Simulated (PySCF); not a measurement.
Computed vibrations of [Hf(N2)6]4+

[Hf(N2)6]4+ (singlet). PySCF 2.14.0, RKS BP86, Hf def2-SVP with ECP60, N def2-SVP; non-relativistic Hamiltonian with scalar-relativistic core potentials where named; density fitting; no spin-orbit coupling. Central differences of gradients.

```xyz
13

Hf    0.0000    0.0000    0.0000
N     0.0000    0.0000    2.3146
N     0.0000    0.0000    3.4390
N     0.0000    0.0000   -2.3146
N     0.0000    0.0000   -3.4390
N     2.3146    0.0000    0.0000
N     3.4390    0.0000    0.0000
N     0.0000    2.3146    0.0000
N     0.0000    3.4390    0.0000
N    -2.3146    0.0000    0.0000
N    -3.4390    0.0000    0.0000
N     0.0000   -2.3146    0.0000
N     0.0000   -3.4390    0.0000
```

Run from Python with OMP_NUM_THREADS=4. Where DIIS fails, smearing, a level shift and second-order steps follow.
It took 2.6 min on 4 threads of Arm Neoverse V1, with other jobs on the host.

**Question.** What are the harmonic wavenumbers and infrared intensities?

**Answer.** Modes are labelled in Oh; negative numbers are unstable modes, those under 60 cm⁻¹ near the noise; a finer grid moves soft modes by up to 10 cm⁻¹.
```
cm⁻¹  km/mol  symmetry
  -9       –       t2u
  -9       –       t2u
  -9       –       t2u
  42     0.0       t1u
  42     0.0       t1u
  42     0.0       t1u
  71     0.0       t2g
  71     0.0       t2g
  71     0.0       t2g
 243     0.0       t2u
 243     0.0       t2u
 243     0.0       t2u
 249     0.0       t1g
 249     0.0       t1g
 249     0.0       t1g
 252     6.4       t1u
 252     6.4       t1u
 252     6.4       t1u
 281     0.0       t2g
 281     0.0       t2g
 281     0.0       t2g
 282     0.0        eg
 282     0.0        eg
 298     0.0       a1g
 304    57.1       t1u
 304    57.1       t1u
 304    57.1       t1u
2265   827.0       t1u
2265   827.0       t1u
2265   827.0       t1u
2267     0.0        eg
2267     0.0        eg
2291     0.0       a1g
```

**Question.** Is this a minimum?

**Answer.** Yes, within the noise of the softest modes.
